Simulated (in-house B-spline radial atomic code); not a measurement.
O⁵⁺. Computed with a B-spline radial atomic code. Model: all-electron spherical atom, spin shells full or empty, radial basis limit, no spin-orbit coupling, Breit or QED, empty-state partial waves extrapolated as (l+1/2)^-4, RPA, G0W0 and static COHSEX of the highest shell as one setting changes (uncorrelated shells keep exact exchange).

Empty levels are discrete states of a finite basis, so the steps are uneven.

Given: element O; charge 5; filled core He; hamiltonian non-relativistic; mean-field start Hartree-Fock; highest l of empty states 9; lowest nl shells left uncorrelated 0; highest mean-field shell 2s up; box radius 10.43 bohr.

Shell: 2s 1 0 (electrons up and down).

```csv
highest empty level kept (hartree),RPA correlation energy (hartree),G0W0 level (eV),G0W0 minus most complete (meV),COHSEX level (eV),linearised minus solved G0W0 (meV)
12,-0.042037,-139.08,175.5,-140.45,0.3
24,?,?,?,?,?
42,?,?,?,?,?
72,-0.079092,-139.18,76.3,-140.78,0.3
120,-0.09387,-139.2,50.6,-140.85,0.3
216,-0.1098,-139.23,20.4,-140.93,0.3
360,-0.1133,-139.24,14,-140.95,0.3
720,-0.11781,-139.25,4.7,-140.97,0.3
1440,-0.11941,-139.25,1.5,-140.98,0.3
3000,-0.11995,-139.25,0.4,-140.98,0.3
7200,-0.12008,-139.26,0.1,-140.98,0.3
24000,-0.1201,-139.26,0,-140.98,0.3
```

(1) What follows for highest empty level kept = 42?

(2) What follows for highest empty level kept = 24?

Results:

(1) RPA correlation energy -0.064878 hartree; G0W0 level -139.15 eV; G0W0 minus most complete 100.4 meV; COHSEX level -140.71 eV; linearised minus solved G0W0 0.3 meV.

(2) RPA correlation energy -0.054451 hartree; G0W0 level -139.13 eV; G0W0 minus most complete 125.5 meV; COHSEX level -140.63 eV; linearised minus solved G0W0 0.3 meV.
